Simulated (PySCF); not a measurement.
Species: C6H13BO.
SMILES: `COCB1CCCC1`

The closed-shell ground state was solved at several levels (PySCF, density fitting, gas phase, non-relativistic). The structure is a single PBE0-D3(BJ)/def2-SVP conformer in the gas phase; no vibrational or solvent corrections.

```json
{"level": "CAM-B3LYP/def2-SVPD", "basis functions": "267", "HOMO (eV)": "-8.86", "LUMO (eV)": "0.86", "gap (eV)": "9.72", "dipole (D)": "1.19"}
{"level": "PBE0/pcSseg-1", "basis functions": "201", "HOMO (eV)": "-7.28", "LUMO (eV)": "-0.29", "gap (eV)": "6.99", "dipole (D)": "1.24"}
```

(1) What might CAM-B3LYP/pcSseg-1 (201 basis functions) give for the same quantities?

(2) Over all these levels, which gives the widest orbital gap and which the narrowest?

(3) How far do the dipole and the HOMO energy spread over the levels?

Results:

(1) HOMO -8.72 eV, LUMO 0.87 eV, gap 9.59 eV, dipole 1.29 D.

(2) CAM-B3LYP/def2-SVPD (range-separated hybrid) has the widest, 9.72 eV, and PBE0/pcSseg-1 (global hybrid, 25 % exact exchange) the narrowest, 6.99 eV. Functional and basis both differ between the two, so the spread mixes both effects.

(3) The dipole runs from 1.19 to 1.29 D (mean 1.24 D) and the HOMO from -8.86 to -7.28 eV.
